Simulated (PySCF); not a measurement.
PySCF input for C₂H₄O₃Si, SMILES C#C[Si](O)(O)O, PBE0-D3(BJ)/def2-SVP. Coordinates come from a PBE0-D3(BJ)/def2-SVP optimisation. This is a generated structure with no PubChem entry under its InChIKey; it may be hypothetical. One conformer was computed; it need not be the lowest.

```python
import numpy as np
from pyscf import gto, scf, dft, df
from pyscf.hessian import thermo

mol = gto.M(
    atom='''
    C    -0.00000000    0.00000001    2.69671558
    C     0.00000000    0.00000000    1.47947743
    Si   -0.00000000   -0.00000000   -0.35798634
    O     0.66913693   -1.39347252   -0.91568170
    O     0.87221413    1.27622584   -0.91568171
    O    -1.54135106    0.11724668   -0.91568171
    H    -0.00000001    0.00000000    3.77263465
    H     0.27437969   -2.21634211   -0.61387432
    H     1.78221873    1.34579083   -0.61387432
    H    -2.05659841    0.87055128   -0.61387432
    ''',
    basis='def2-SVP',
    charge=0,
    spin=0,
    max_memory=1600,
    verbose=3,
)
mf = dft.RKS(mol, xc='pbe0').density_fit(auxbasis='def2-universal-jkfit')
mf.disp = 'd3bj'
mf.grids.level = 3
mf.conv_tol = 1e-11
mf.max_cycle = 100
mf.kernel()

# [left out here: the lines that compute and print the analytic Hessian (its translational invariance restored by hand, since the grid's response is missing), thermochemistry and intensities]
```

Program output:

```
converged SCF energy = -593.091746088067

WARN: DFTD3 does not support analytical Hessian, using finite difference


WARN: Mole.unit (angstrom) is changed to Bohr

Mode                                 0                   1                   2
Irrep
Freq [cm^-1]                       79.0857             79.3739            163.4019
Reduced mass [au]                   1.3852              1.3875              2.6878
Force const [Dyne/A]                0.0051              0.0052              0.0423
Char temp [K]                     113.7868            114.2014            235.0990
Normal mode                   x     y     z       x     y     z       x     y     z
       0   C                 0.00  0.09 -0.00   -0.09 -0.00 -0.00    0.02 -0.12  0.00
       1   C                 0.00  0.01 -0.00   -0.01  0.00 -0.00   -0.01  0.10  0.00
       2  Si                 0.01 -0.02  0.00    0.02  0.01 -0.00   -0.00  0.04  0.00
       3   O                -0.01  0.00 -0.07    0.03  0.02 -0.03   -0.00  0.00  0.11
       4   O                 0.03 -0.01  0.06    0.02 -0.02 -0.04    0.02 -0.01 -0.07
       5   O                 0.00 -0.04  0.00   -0.01  0.01  0.08    0.00 -0.03 -0.03
       6   H                -0.00  0.16 -0.00   -0.16 -0.00 -0.00    0.06 -0.30  0.00
       7   H                -0.37 -0.01 -0.56    0.03  0.01 -0.06   -0.32  0.03 -0.21
       8   H                -0.07  0.14  0.33    0.18 -0.28 -0.45   -0.03  0.10  0.08
       9   H                -0.09 -0.19  0.22   -0.15 -0.26  0.52   -0.12 -0.18  0.13
Mode                                 3                   4                   5
Irrep
Freq [cm^-1]                      163.4844            250.8215            311.0824
Reduced mass [au]                   2.6784              1.1039              4.2570
Force const [Dyne/A]                0.0422              0.0409              0.2427
Char temp [K]                     235.2176            360.8763            447.5783
Normal mode                   x     y     z       x     y     z       x     y     z
       0   C                -0.12 -0.02 -0.00    0.00 -0.00 -0.03    0.01 -0.01  0.00
       1   C                 0.10  0.01 -0.00    0.00  0.00 -0.03   -0.05  0.07  0.00
       2  Si                 0.04  0.00  0.00   -0.00  0.00 -0.03   -0.03  0.02  0.00
       3   O                -0.03 -0.02 -0.02   -0.02 -0.02  0.01    0.02  0.08 -0.06
       4   O                -0.02  0.01 -0.08    0.03 -0.00  0.01    0.11 -0.07 -0.00
       5   O                 0.00 -0.01  0.10   -0.01  0.03  0.01   -0.06 -0.08  0.06
       6   H                -0.30 -0.06 -0.00    0.00 -0.00 -0.03    0.05 -0.08  0.00
       7   H                -0.07 -0.00 -0.03    0.28  0.00  0.47    0.21  0.03  0.05
       8   H                -0.13  0.28  0.20   -0.14  0.24  0.47    0.06 -0.14  0.19
       9   H                 0.15  0.20 -0.17   -0.14 -0.25  0.47   -0.01  0.08 -0.25
Mode                                 6                   7                   8
Irrep
Freq [cm^-1]                      311.1146            356.9809            400.9290
Reduced mass [au]                   4.2531              6.8827              5.7227
Force const [Dyne/A]                0.2425              0.5168              0.5420
Char temp [K]                     447.6246            513.6160            576.8475
Normal mode                   x     y     z       x     y     z       x     y     z
       0   C                -0.01 -0.01 -0.00   -0.00 -0.00  0.11    0.00 -0.03  0.00
       1   C                 0.07  0.05 -0.00    0.00  0.00  0.10   -0.01  0.21  0.00
       2  Si                 0.02  0.03 -0.00    0.00  0.00  0.06    0.00 -0.07 -0.00
       3   O                -0.13 -0.03 -0.04   -0.04  0.05 -0.09    0.02 -0.04 -0.06
       4   O                 0.02  0.07  0.07   -0.02 -0.05 -0.09   -0.06 -0.01  0.06
       5   O                 0.03 -0.11 -0.04    0.06  0.01 -0.09    0.01  0.04 -0.00
       6   H                -0.08 -0.05 -0.00    0.00  0.00  0.11    0.01 -0.21  0.00
       7   H                -0.05  0.04  0.25    0.15 -0.00  0.03    0.15 -0.10 -0.04
       8   H                 0.12 -0.12 -0.17   -0.08  0.13  0.03   -0.02 -0.02 -0.04
       9   H                -0.10 -0.18 -0.08   -0.08 -0.13  0.03    0.13  0.09  0.08
Mode                                 9                  10                  11
Irrep
Freq [cm^-1]                      400.9362            617.6032            747.3562
Reduced mass [au]                   5.7227              9.9339              1.3025
Force const [Dyne/A]                0.5420              2.2325              0.4286
Char temp [K]                     576.8579            888.5936           1075.2792
Normal mode                   x     y     z       x     y     z       x     y     z
       0   C                -0.03 -0.00 -0.00    0.00  0.00 -0.14    0.13 -0.02  0.00
       1   C                 0.21  0.01 -0.00   -0.00 -0.00 -0.12   -0.06  0.01  0.00
       2  Si                -0.07 -0.00  0.00    0.00  0.00  0.10    0.00 -0.00 -0.00
       3   O                 0.04  0.04  0.04   -0.04  0.06  0.01   -0.00  0.00  0.00
       4   O                 0.00 -0.04  0.03   -0.04 -0.06  0.01   -0.00  0.00 -0.00
       5   O                -0.05  0.03 -0.07    0.07  0.00  0.01   -0.00 -0.00 -0.00
       6   H                -0.21 -0.01 -0.00   -0.00 -0.00 -0.15   -0.86  0.11  0.00
       7   H                 0.08 -0.02 -0.07    0.07  0.00 -0.03    0.01 -0.01 -0.01
       8   H                 0.00 -0.19  0.07   -0.04  0.06 -0.03   -0.00 -0.00  0.00
       9   H                -0.11 -0.04 -0.00   -0.03 -0.06 -0.03    0.01  0.00  0.01
Mode                                12                  13                  14
Irrep
Freq [cm^-1]                      747.3693            793.7191            793.7300
Reduced mass [au]                   1.3025              1.3617              1.3615
Force const [Dyne/A]                0.4286              0.5054              0.5054
Char temp [K]                    1075.2980           1141.9851           1142.0007
Normal mode                   x     y     z       x     y     z       x     y     z
       0   C                -0.02 -0.13 -0.00    0.00  0.00 -0.00   -0.00  0.00 -0.00
       1   C                 0.01  0.06 -0.00   -0.01  0.01  0.00   -0.01 -0.01 -0.00
       2  Si                -0.00 -0.00  0.00   -0.01  0.01  0.00   -0.01 -0.01 -0.00
       3   O                -0.00  0.00  0.00    0.07 -0.05 -0.05   -0.03 -0.01  0.02
       4   O                 0.00  0.00 -0.00   -0.03 -0.02  0.00   -0.01  0.08 -0.05
       5   O                 0.00  0.00  0.00    0.04  0.05  0.04    0.06  0.01  0.03
       6   H                 0.11  0.86 -0.00   -0.02 -0.01 -0.00    0.01 -0.02 -0.00
       7   H                 0.00 -0.00 -0.00   -0.35  0.25  0.27    0.30 -0.26 -0.25
       8   H                -0.00 -0.01  0.01   -0.05 -0.12  0.08   -0.07 -0.57  0.36
       9   H                -0.01 -0.00 -0.01   -0.52 -0.20 -0.35   -0.16 -0.09 -0.10
Mode                                15                  16                  17
Irrep
Freq [cm^-1]                      804.0581            848.2488            997.7752
Reduced mass [au]                   1.1138             13.8615              6.4193
Force const [Dyne/A]                0.4242              5.8764              3.7653
Char temp [K]                    1156.8606           1220.4412           1435.5764
Normal mode                   x     y     z       x     y     z       x     y     z
       0   C                -0.00  0.00 -0.00   -0.00 -0.00 -0.04    0.00  0.00 -0.00
       1   C                -0.00 -0.00 -0.00    0.00  0.00 -0.02    0.00  0.01 -0.00
       2  Si                -0.00 -0.00  0.00    0.00 -0.00  0.11    0.01 -0.13 -0.00
       3   O                 0.01  0.04 -0.02    0.05 -0.09 -0.05   -0.03  0.11  0.03
       4   O                -0.04 -0.01 -0.02    0.05  0.09 -0.05    0.05  0.08 -0.03
       5   O                 0.03 -0.03 -0.02   -0.10  0.00 -0.05   -0.02  0.02 -0.00
       6   H                 0.00 -0.00 -0.00    0.00  0.00 -0.04   -0.00 -0.02 -0.00
       7   H                -0.37  0.31  0.26   -0.06 -0.02  0.05   -0.15  0.19  0.12
       8   H                -0.08 -0.47  0.26    0.04 -0.04  0.05    0.06  0.07 -0.03
       9   H                 0.45  0.16  0.26    0.01  0.06  0.05   -0.15 -0.04 -0.08
Mode                                18                  19                  20
Irrep
Freq [cm^-1]                      997.8830           2168.6371           3472.5239
Reduced mass [au]                   6.4206              5.8302              1.1610
Force const [Dyne/A]                3.7669             16.1550              8.2488
Char temp [K]                    1435.7315           3120.1859           4996.1888
Normal mode                   x     y     z       x     y     z       x     y     z
       0   C                 0.00 -0.00 -0.00    0.00  0.00  0.17   -0.00 -0.00  0.11
       1   C                 0.01 -0.00 -0.00    0.00 -0.00 -0.22   -0.00 -0.00 -0.03
       2  Si                -0.13 -0.01  0.00   -0.00  0.00  0.01   -0.00  0.00  0.00
       3   O                 0.03 -0.03 -0.02   -0.00  0.00  0.00    0.00  0.00 -0.00
       4   O                 0.06  0.05 -0.02   -0.00 -0.00  0.00   -0.00  0.00 -0.00
       5   O                 0.12 -0.02  0.04    0.00  0.00  0.00    0.00 -0.00 -0.00
       6   H                -0.02  0.00  0.00   -0.00 -0.00  0.31    0.00  0.00 -0.92
       7   H                -0.04  0.01  0.03    0.00  0.00 -0.00   -0.00 -0.00  0.00
       8   H                 0.08  0.21 -0.11   -0.00  0.00 -0.00    0.00 -0.00  0.00
       9   H                 0.19  0.01  0.09   -0.00 -0.00 -0.00   -0.00  0.00  0.00
Mode                                21                  22                  23
Irrep
Freq [cm^-1]                     3941.6275           3941.7174           3943.4402
Reduced mass [au]                   1.0666              1.0666              1.0676
Force const [Dyne/A]                9.7631              9.7635              9.7819
Char temp [K]                    5671.1245           5671.2538           5673.7324
Normal mode                   x     y     z       x     y     z       x     y     z
       0   C                 0.00  0.00  0.00    0.00 -0.00  0.00    0.00 -0.00  0.00
       1   C                -0.00 -0.00 -0.00   -0.00  0.00  0.00    0.00  0.00  0.00
       2  Si                 0.00 -0.00  0.00   -0.00 -0.00  0.00   -0.00  0.00  0.00
       3   O                 0.02  0.04 -0.01   -0.01 -0.02  0.01   -0.01 -0.03  0.01
       4   O                 0.04  0.00  0.01    0.03  0.00  0.01    0.03  0.00  0.01
       5   O                -0.00  0.00  0.00    0.03 -0.04 -0.01   -0.02  0.03  0.01
       6   H                -0.00  0.00 -0.00    0.00  0.00 -0.00    0.00 -0.00 -0.00
       7   H                -0.28 -0.62  0.21    0.13  0.29 -0.10    0.22  0.49 -0.17
       8   H                -0.62 -0.06 -0.20   -0.44 -0.04 -0.14   -0.52 -0.05 -0.16
       9   H                 0.05 -0.07 -0.03   -0.43  0.61  0.24    0.31 -0.44 -0.17
temperature 298.1500 [K]
pressure 101325.00 [Pa]
Rotational constants [GHz] 3.89438 2.12506 2.12506
Symmetry number 3
Zero-point energy (ZPE) 0.06227 [Eh]   163487.046 [J/mol]
                           tot       elec      trans        rot        vib
Entropy [J/mol/K]       364.887      0.000    166.686    105.108     93.093
Cv [J/mol/K]            121.377      0.000     12.472     12.472     96.434
Cp [J/mol/K]            129.692      0.000     20.786     12.472     96.434
Internal energy [J/mol]                      3718.434   3718.434 178657.383
Internal energy [Eh]   -593.02087  -593.09175
Enthalpy [J/mol]                             6197.391   3718.434 178657.383
Enthalpy [Eh]          -593.01992
Gibbs free energy [J/mol]                  -43499.898 -27619.654 150901.688
Gibbs free energy [Eh] -593.06136
mode   freq/cm-1   IR/(km/mol)
   1       79.09        35.123
   2       79.37        34.974
   3      163.40        26.454
   4      163.48        26.578
   5      250.82       190.278
   6      311.08         0.620
   7      311.11         0.624
   8      356.98        98.016
   9      400.93        70.608
  10      400.94        70.598
  11      617.60        59.518
  12      747.36        25.909
  13      747.37        25.915
  14      793.72       208.582
  15      793.73       208.543
  16      804.06       103.333
  17      848.25       287.356
  18      997.78       183.469
  19      997.88       183.327
  20     2168.64        42.155
  21     3472.52        47.986
  22     3941.63       167.949
  23     3941.72       168.160
  24     3943.44         0.230
max |gradient| / (hartree/bohr): 4.6777515760227606e-05
APT charges: [-0.1976 -0.5564  2.2513 -0.9025 -0.9026 -0.9025  0.2189  0.3305  0.3306
  0.3304]
```

The run converged.

Cost: around 2.3 core-minutes (rough).
